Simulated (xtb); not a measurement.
CH$_{2}$O, charge -1, doublet, from a rough starting geometry (a state made from the parent by changing its charge; the spin is typed, not shown lowest); GFN2-xTB (xtb).

Here is a job for xtb.
```
$ xtb mol.xyz --gfn 2 --chrg -1 --uhf 1 --opt vtight --json

# file mol.xyz
4

C     -0.06072319     0.00183616     0.01505723
O      1.10540411    -0.21826238    -0.01357324
H     -0.75058322    -0.82960531    -0.03730831
H     -0.37091964     1.01439929     0.04621805
```

Question: What does xtb print? Leave out banner, timings and long lists.

Answer: 
```
   ID    Z sym.   atoms
    1    6 C      1
    2    8 O      2
    3    1 H      3, 4

           -------------------------------------------------
          |                Calculation Setup                |
           -------------------------------------------------

           -------------------------------------------------
          |                 G F N 2 - x T B                 |
           -------------------------------------------------

          ...................................................
          :                      SETUP                      :
          :.................................................:
          :  # basis functions                  10          :
          :  # atomic orbitals                  10          :
          :  # shells                            6          :
          :  # electrons                        13          :
          :  max. iterations                   250          :
          :  Hamiltonian                  GFN2-xTB          :
          :  restarted?                      false          :
          :  GBSA solvation                  false          :
          :  PC potential                    false          :
          :  electronic temp.          300.0000000     K    :
          :  accuracy                    1.0000000          :
          :  -> integral cutoff          0.2500000E+02      :
          :  -> integral neglect         0.1000000E-07      :
          :  -> SCF convergence          0.1000000E-05 Eh   :
          :  -> wf. convergence          0.1000000E-03 e    :
          :  Broyden damping             0.4000000          :
          :  net charge                         -1          :
          :  unpaired electrons                  1          :
          ...................................................

 iter      E             dE          RMSdq      gap      omega  full diag
   1     -7.3277517 -0.732775E+01  0.563E+00    8.85       0.0  T
   2     -7.3554145 -0.276628E-01  0.255E+00    8.84       1.0  T
   3     -7.3557772 -0.362692E-03  0.121E+00    8.96       1.0  T
   4     -7.3558850 -0.107836E-03  0.172E-01    9.01       1.0  T
   5     -7.3558924 -0.733571E-05  0.690E-02    9.00       1.0  T
   6     -7.3558930 -0.686029E-06  0.221E-02    9.00       2.3  T
   7     -7.3558940 -0.986897E-06  0.418E-03    9.01      12.0  T
   8     -7.3558941 -0.501197E-07  0.104E-03    9.01      48.2  T
   9     -7.3558941 -0.315726E-09  0.424E-05    9.01    1178.5  T
  10     -7.3558941 -0.331646E-11  0.173E-05    9.01    2896.4  T

   *** convergence criteria satisfied after 10 iterations ***

         :::::::::::::::::::::::::::::::::::::::::::::::::::::
         ::                     SUMMARY                     ::
         :::::::::::::::::::::::::::::::::::::::::::::::::::::
         :: total energy              -7.273307342475 Eh    ::
         :: gradient norm              0.271754062213 Eh/a0 ::
         :: HOMO-LUMO gap              9.007513321753 eV    ::
         ::.................................................::
         :: SCC energy                -7.355894071741 Eh    ::
         :: -> isotropic ES            0.198902088383 Eh    ::
         :: -> anisotropic ES         -0.003048236320 Eh    ::
         :: -> anisotropic XC         -0.003272106705 Eh    ::
         :: -> dispersion             -0.001357259356 Eh    ::
         :: repulsion energy           0.082586729266 Eh    ::
         :: add. restraining           0.000000000000 Eh    ::
         :: total charge              -1.000000000000 e     ::
         :::::::::::::::::::::::::::::::::::::::::::::::::::::

      -----------------------------------------------------------
     |                   =====================                   |
     |                        A N C O P T                        |
     |                   =====================                   |
     |               Approximate Normal Coordinate               |
[...]
 * total energy  :    -7.2733073 Eh     change       -0.6714629E-12 Eh
 * total energy  :    -7.2999994 Eh     change       -0.2669210E-01 Eh
 * total energy  :    -7.3024254 Eh     change       -0.2425984E-02 Eh
 * total energy  :    -7.3019365 Eh     change        0.4889541E-03 Eh
 * total energy  :    -7.3027966 Eh     change       -0.8601445E-03 Eh
 * total energy  :    -7.3027363 Eh     change        0.6030779E-04 Eh
 * total energy  :    -7.3029887 Eh     change       -0.2524384E-03 Eh
 * total energy  :    -7.3030095 Eh     change       -0.2077124E-04 Eh
 * total energy  :    -7.3030175 Eh     change       -0.7979385E-05 Eh
 * total energy  :    -7.3030178 Eh     change       -0.2962358E-06 Eh
 * total energy  :    -7.3030178 Eh     change       -0.2398652E-07 Eh
   *** GEOMETRY OPTIMIZATION CONVERGED AFTER 11 ITERATIONS ***
         :: total energy              -7.303017814525 Eh    ::
[...]
         :: gradient norm              0.000042022011 Eh/a0 ::
         :: HOMO-LUMO gap              9.423382565188 eV    ::
         ::.................................................::
         :: SCC energy                -7.345167275938 Eh    ::
         :: -> isotropic ES            0.194770067116 Eh    ::
         :: -> anisotropic ES          0.002258727845 Eh    ::
         :: -> anisotropic XC         -0.000480217002 Eh    ::
         :: -> dispersion             -0.001320927369 Eh    ::
         :: repulsion energy           0.042149461412 Eh    ::
         :: add. restraining           0.000000000000 Eh    ::
         :: total charge              -1.000000000000 e     ::
         :::::::::::::::::::::::::::::::::::::::::::::::::::::

           -------------------------------------------------
          |                Property Printout                |
           -------------------------------------------------

    * Orbital Energies and Occupations

         #    Occupation            Energy/Eh            Energy/eV
      -------------------------------------------------------------
         1        2.0000           -0.3650669              -9.9340
         2        2.0000           -0.2989838              -8.1358
         3        2.0000           -0.2317028              -6.3050
         4        2.0000           -0.2064976              -5.6191
         5        2.0000           -0.1632410              -4.4420
         6        2.0000           -0.0947596              -2.5785
         7        1.0000            0.0194712               0.5298 (HOMO)
         8                          0.3657741               9.9532 (LUMO)
         9                          0.4516825              12.2909
        10                          0.6070790              16.5195
      -------------------------------------------------------------
                  HL-Gap            0.3463029 Eh            9.4234 eV
             Fermi-level            0.0774892 Eh            2.1086 eV

     #   Z          covCN         q      C6AA      α(0)
     1   6 C        2.692     0.018    27.592     8.597
     2   8 O        0.855    -0.688    28.384     7.143
     3   1 H        0.919    -0.165     8.494     4.558
     4   1 H        0.919    -0.165     8.494     4.558

 Mol. C6AA /au·bohr⁶  :        267.176078
 Mol. C8AA /au·bohr⁸  :       5208.677066
 Mol. α(0) /au        :         24.856023

Wiberg/Mayer (AO) data.
largest (>0.10) Wiberg bond orders for each atom

 ---------------------------------------------------------------------------
     #   Z sym  total        # sym  WBO       # sym  WBO       # sym  WBO
 ---------------------------------------------------------------------------
     1   6 C    3.389 --     2 O    1.523     3 H    0.933     4 H    0.933
     2   8 O    1.595 --     1 C    1.523
     3   1 H    0.973 --     1 C    0.933
     4   1 H    0.973 --     1 C    0.933
 ---------------------------------------------------------------------------

Topologies differ in total number of bonds
Writing topology from bond orders to xtbtopo.mol

molecular dipole:
                 x           y           z       tot (Debye)
 q only:       -1.193       0.255       0.152
   full:       -1.493       0.323      -0.030       3.882
molecular quadrupole (traceless):
                xx          xy          yy          xz          yz          zz
 q only:       -3.560       0.968       0.947       0.352      -0.139       2.613
  q+dip:       -4.431       1.344       1.899       0.719      -0.159       2.532
   full:       -4.268       1.272       1.706       0.650      -0.155       2.562

optimized geometry written to: xtbopt.xyz

           -------------------------------------------------
          | TOTAL ENERGY               -7.303017814525 Eh   |
          | GRADIENT NORM               0.000042022011 Eh/α |
          | HOMO-LUMO GAP               9.423382565188 eV   |
           -------------------------------------------------
```
